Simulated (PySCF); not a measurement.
Excitations are Tamm–Dancoff values on a coarser integration grid. The basis has no diffuse functions, so Rydberg states are missing or too high.

Z-matrix (Å, degrees):
```
C
C 1 1.3293
O 2 1.3541 1 126.90
H 3 0.9626 2 109.19 1 -0.99
H 2 1.0853 1 122.10 3 179.91
H 1 1.0896 2 118.88 5 -179.99
C 1 1.4934 6 117.17 2 -178.12
H 7 1.0946 1 110.58 6 -172.75
H 7 1.0961 8 106.59 1 -120.93
Si 7 1.8844 8 108.32 9 -116.46
H 10 1.4867 7 109.99 8 -57.54
H 10 1.4887 11 108.49 7 120.08
H 10 1.4897 11 108.95 12 117.84
```
Charge 0, spin multiplicity 1.

**Question.** Predict the HOMO, S1–T1 gap (TDA) and S1 oscillator strength from ωB97X-D3(BJ)/def2-TZVP // PBE0-D3(BJ)/def2-TZVP run with PySCF 2.14.0.

**Answer.** 
HOMO: -8.70 eV
S1–T1 gap (TDA): 2.15 eV
S1 oscillator strength: 0.009
